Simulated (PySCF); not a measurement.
Species: C2H6BF2NSi.
Cartesian coordinates in Å at the PBE0-D3(BJ)/def2-SVP level; atoms count from 1:
```
atom  x, y, z in Å
C1    -1.6504   -0.3691    0.7441
N2    -1.8085    0.5379   -0.3526
C3    -0.8199    1.2049   -0.7841
Si4    0.9944    1.1843   -0.1468
B5     1.7612   -0.6751   -0.4255
F6     1.8018   -1.5800    0.5354
F7     2.1899   -1.0633   -1.6106
H8    -0.6144   -0.4708    1.1288
H9    -2.0081   -1.3677    0.4450
H10   -2.2974   -0.0461    1.5757
H11   -1.0235    1.8781   -1.6359
H12    1.7485    2.1781   -0.9672
H13    1.0657    1.5770    1.2943
```

Level: PBE0/pcSseg-1 in PySCF, non-relativistic, on one gas-phase PBE0-D3(BJ)/def2-SVP geometry that isn't relaxed in the solvent. The solvent is an IEF-PCM continuum (Bondi radii, 1.10 Å for H, scaled by 1.2). The model holds no explicit solvent molecules, cavitation or dispersion.

```json
{"run": "gas", "E − E(gas) (kcal/mol)": "0.00", "HOMO (eV)": "-7.09", "HOMO–LUMO gap (eV)": "5.66", "dipole (D)": "1.11"}
{"run": "P", "E − E(gas) (kcal/mol)": "-4.33", "HOMO (eV)": "-7.08", "HOMO–LUMO gap (eV)": "5.81", "dipole (D)": "1.48"}
{"run": "Q", "E − E(gas) (kcal/mol)": "-4.13", "HOMO (eV)": "-7.07", "HOMO–LUMO gap (eV)": "5.81", "dipole (D)": "1.46"}
```

Question: The runs were made in acetone and dimethylsulfoxide. Which run belongs to which solvent?

Answer: P = dimethylsulfoxide, Q = acetone. The dielectric constants are 20.49 (acetone), 46.83 (dimethylsulfoxide), and the energy falls further as ε rises. In this model the ground state sees the solvent through ε alone.

Question: How constant is the ratio of the lowering to (ε − 1)/(2ε + 1)?

Answer: 
```csv
solvent,(ε − 1)/(2ε + 1),E − E(gas) (kcal/mol),ratio (kcal/mol),polarisation term (kcal/mol)
acetone,0.464,-4.13,-8.9,-4.61
dimethylsulfoxide,0.484,-4.33,-8.9,-4.86
```

The ratio changes by +0.5 % in size from acetone to dimethylsulfoxide. The polarisation term is half the interaction of the solute with the induced surface charges.
